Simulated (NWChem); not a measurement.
C2H8BNO; SMILES B(N)OCC

```xyz
13

B      0.1928    -1.1526    -0.3948
H      0.6159    -1.0508    -1.5303
O      0.1715    -0.0786     0.4444
C      0.5949     1.1985     0.0394
C     -0.5788     2.1425    -0.1129
H      1.2906     1.5829     0.8055
H      1.1598     1.1329    -0.9086
H     -1.1543     2.1979     0.8235
H     -0.2329     3.1562    -0.3674
H     -1.2576     1.7997    -0.9090
N     -0.2772    -2.3902     0.0646
H     -0.2775    -3.2207    -0.5076
H     -0.6362    -2.5207     1.0014
```
Atoms are numbered in this order, from 1.

All runs: NWChem. The geometry was optimised at PBE0/def2-SVP. No frequency run checked for a minimum. Level PBE/def2-SVP: energy and gradient on several grids; changes count from the extra-fine grid, which is no exact limit either.

Which is the coarsest grid (xfine; fine; xcoarse; coarse; medium) from which on the energy stays within 500 μHa and each gradient component within 500 μHa/bohr of xfine?

coarse.
| grid | size of the energy change (μHa) | largest change of a gradient component (μHa/bohr) | time, medium = 1 (rough) |
|---|---|---|---|
| xcoarse | 3000 | 2000 | about 1 |
| coarse | 30 | 300 | about 1 |
| medium | < 10 | 30 | about 1 |
| fine | < 10 | < 30 | about 1 |
| xfine | < 10 | < 30 | 2 |
